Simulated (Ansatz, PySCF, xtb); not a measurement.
Dimer: C2H6 (SMILES CC) (first 8 atoms) with CH6Si (SMILES C[SiH3]); geometry from B3LYP-D3(BJ)/def2-TZVP.
(charge 0, multiplicity 1):
```xyz
16

C      0.879     0.087     0.455
C     -0.510     0.682     0.245
H      1.557     0.367    -0.353
H      0.842    -1.003     0.494
H      1.326     0.432     1.389
H     -0.477     1.773     0.227
H     -1.195     0.384     1.040
H     -0.943     0.350    -0.701
C     -0.489     0.859     4.154
Si    -0.125    -0.977     4.030
H      0.026     1.298     5.011
H     -1.559     1.034     4.279
H     -0.164     1.386     3.256
H      1.327    -1.214     3.849
H     -0.843    -1.580     2.881
H     -0.560    -1.674     5.265
```

Counterpoise-corrected where a basis set is named; no monomer relaxation. Rows marked so take none.

Correlated levels freeze the cores. Rows in 6-31G* carry no dispersion term and start afresh at each structure (6-31G* with six Cartesian d functions).

Codes used: Ansatz (a first-principles code); PySCF for 6-31G* rows, M06-2X, the dispersion terms; xtb for the GFN methods. Values without a source in brackets are computed.

| level | interaction energy (kcal/mol) |
|---|---|
| GFN1-xTB | -1.52 |
| GFN2-xTB | -1.31 |
| HF/6-31G* (no counterpoise) | 1.06 |
| SVWN5/def2-TZVPPD | -2.48 |
| B3LYP-D3(BJ)/def2-TZVPPD | -1.73 |
| B3LYP-D4/def2-TZVPPD | -1.52 |
| BHLYP-D3(BJ)/def2-TZVPPD | [?] |
| M06-2X/def2-TZVPPD | -1.56 |
| SCS-MP2/aug-cc-pV(D+d)Z | [?] |

Q: Some entries are withheld; supply them.

A: 
- BHLYP-D3(BJ)/def2-TZVPPD, interaction energy (kcal/mol): -1.68
- SCS-MP2/aug-cc-pV(D+d)Z, interaction energy (kcal/mol): -0.61
